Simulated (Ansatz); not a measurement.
C2HAlF2Se, SMILES `F[C]1=C(F)[Se][AlH]1` at its PBE0-D4/def2-TZVP geometry, where that method's forces vanish. The species carries charge 0 and has multiplicity 1.

```xyz
7

F    -0.9387    0.0667   -1.9481
C    -0.3244    0.0527   -0.7607
C    -0.8090   -0.6144    0.2998
F    -1.9158   -1.3298    0.3415
Se    0.2603   -0.4899    1.9286
Al    1.2213    0.7167    0.1681
H     2.5063    1.5979   -0.0291
```

What forces (eV/Å) does r2SCAN-D4/def2-TZVPP give on these atoms in Ansatz 0.2.0? (An estimate is asked.)

The calculation gave: 
```
F1  -0.221 -0.029 -0.326
C2   0.329  0.198  0.031
C3   0.117  0.046  0.082
F4  -0.303 -0.198  0.018
Se5  0.069 -0.024  0.200
Al6  0.025  0.020 -0.013
H7  -0.017 -0.014  0.007
```
